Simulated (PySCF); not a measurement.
An unknown shows these calculated signals:

$^{1}$H NMR (300 MHz, computed): δ 2.74 (s, 2H), 2.42 (s, 6H), 1.13 (br s, 1H), 0.94 (s, 9H).

$^{13}$C{$^{1}$H} NMR (computed): δ 65.6 (CH2), 48.5 (CH3), 33.5 (C), 29.1 (CH3).

Isolated molecule, no relativistic terms, fast rotation and ring inversion assumed for equivalent nuclei, single conformer. GFN2-xTB geometry; shielding tensors at PBE0/pcSseg-1 (GIAO); PySCF 2.14.0 with density-fitted response routines.

Shifts are taken against calculated references (same method and geometry level): $^{1}$H (31.72 ppm), $^{13}$C (186.93 ppm) vs TMS.

**Question.** Which of these does the molecule contain: a CH3CH2 unit, a non-aromatic C=C double bond, a tert-butyl group, a heteroaromatic ring, an N-methyl group, an NH or NH2 group?

**Answer.** 
- A CH3CH2 unit: no.
- A non-aromatic C=C double bond: no.
- A tert-butyl group: yes (δC 29.1, 33.5; δH 0.94 (s)).
- A heteroaromatic ring: no.
- An N-methyl group: yes (δC 48.5; δH 2.42 (s)).
- An NH or NH2 group: yes (δH 1.13 (br s)).

The data belong to `CN(C)NCC(C)(C)C`, C₇H₁₈N₂; they needn't prove each group on their own.

Carbon signals by region: 1 at 50–100 ppm, 3 below 50 ppm.

OH/NH shifts are gas-phase values; hydrogen bonding in solution moves them, usually downfield. Shifts are as computed. Against solution values, carbons near 30 ppm lie about +3 ppm off and those near 130 ppm about +5 ppm. Of 1211 compounds with measured shifts, 218 miss one by over three times the rms of a fit or turn the order of signals round; such compounds aren't used in these exercises. No couplings were computed; multiplicities are counted from neighbouring protons, with m where these are inequivalent, close in shift, in a saturated or five-membered ring or joined by F or P, and br s for small geminal =CH2 splittings.
